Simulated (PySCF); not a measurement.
Sn(F)2(OH)(NH2) (F2H3NOSn), SMILES [F][Sn]([OH])([F])[NH2].

Geometry: PBE-D3(BJ)/def2-SVP. The geometry has at least one imaginary mode, so it is a saddle point at that level. The structure was generated by enumeration; whether it is a known compound was not checked. The def2 effective core potentials stand for the cores of Sn; spin–orbit coupling is left out. One conformer was computed; it need not be the lowest.

All values below come from TDDFT-PBE/def2-SVPD (PySCF 2.14.0).

Vertical excitations. 

Computed lowest excited states:
```
state  energy (eV)  λ (nm)      f                                           main pairs
-----  -----------  ------  -----  ---------------------------------------------------
S1            4.27     290  0.029                                       HOMO→LUMO 95 %
S2            4.67     266  0.022                                     HOMO−1→LUMO 96 %
S3            5.69     218  0.039                   HOMO−3→LUMO 62 %, HOMO−2→LUMO 32 %
S4            5.73     216  0.057  HOMO−2→LUMO 51 %, HOMO−3→LUMO 33 %, HOMO−4→LUMO 8 %
S5            5.75     216  0.004                                     HOMO−4→LUMO 89 %
S6            5.90     210  0.028                                     HOMO−5→LUMO 89 %
S7            6.42     193  0.031                                     HOMO−6→LUMO 86 %
S8            6.89     180  0.020                                     HOMO→LUMO+1 91 %
S9            7.08     175  0.039                                     HOMO→LUMO+2 89 %
S10           7.32     169  0.022  HOMO−7→LUMO 47 %, HOMO→LUMO+3 36 %, HOMO−8→LUMO 9 %
T1            3.66     339      0                                       HOMO→LUMO 99 %
T2            4.26     291      0                                     HOMO−1→LUMO 99 %
T3            4.95     250      0                                     HOMO−2→LUMO 98 %
T4            5.32     233      0                                     HOMO−3→LUMO 99 %
```
Triplets are in the Tamm–Dancoff approximation, which puts them higher than full response would, so one can lie above its singlet here.
